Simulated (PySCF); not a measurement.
Si(F)2(Cl)(Me) (CH3ClF2Si), SMILES C[Si](F)(Cl)F.

Geometry: PBE0-D3(BJ)/def2-SVP.

Calculation: PBE0-D3(BJ)/def2-SVP (PySCF 2.14.0).

Frequencies are harmonic and unscaled.

Computed normal modes with their intensities:
| mode | ν (cm⁻¹) | IR (km/mol) | Raman (Å⁴/amu) | depolarisation | moving atoms (share of kinetic energy) |
|---|---|---|---|---|---|
| 1 | 131 | 0.0 | 0.0 | – | H 98 % |
| 2 | 179 | 0.3 | 1.3 | 0.72 | C 31 %, H 22 %, Cl 21 %, F 21 % |
| 3 | 199 | 0.3 | 1.0 | 0.75 | F 64 %, C 14 %, H 12 %, Cl 10 % |
| 4 | 253 | 5.8 | 0.8 | 0.75 | F 42 %, Si 24 %, H 14 %, Cl 13 % |
| 5 | 294 | 18.5 | 1.6 | 0.57 | F 55 %, Cl 27 %, Si 8 % |
| 6 | 332 | 41.3 | 1.8 | 0.72 | F 59 %, Si 21 %, C 13 % |
| 7 | 546 | 65.4 | 8.0 | 0.10 | Cl 39 %, Si 27 %, C 13 %, F 13 % |
| 8 | 738 | 45.0 | 5.3 | 0.13 | C 31 %, H 28 %, Si 21 %, F 17 % |
| 9 | 784 | 4.9 | 1.3 | 0.75 | H 69 %, C 21 %, F 10 % |
| 10 | 811 | 150.2 | 1.2 | 0.44 | H 53 %, Si 22 %, C 22 % |
| 11 | 922 | 185.3 | 0.6 | 0.24 | Si 45 %, F 45 % |
| 12 | 982 | 179.4 | 0.5 | 0.75 | Si 50 %, F 45 % |
| 13 | 1282 | 48.7 | 1.1 | 0.37 | H 75 %, C 24 % |
| 14 | 1419 | 7.5 | 11.8 | 0.75 | H 96 % |
| 15 | 1421 | 3.9 | 10.6 | 0.75 | H 96 % |
| 16 | 3071 | 0.7 | 126.5 | 0.01 | H 97 % |
| 17 | 3182 | 0.1 | 83.0 | 0.74 | H 91 %, C 9 % |
| 18 | 3185 | 0.1 | 61.4 | 0.75 | H 91 %, C 9 % |
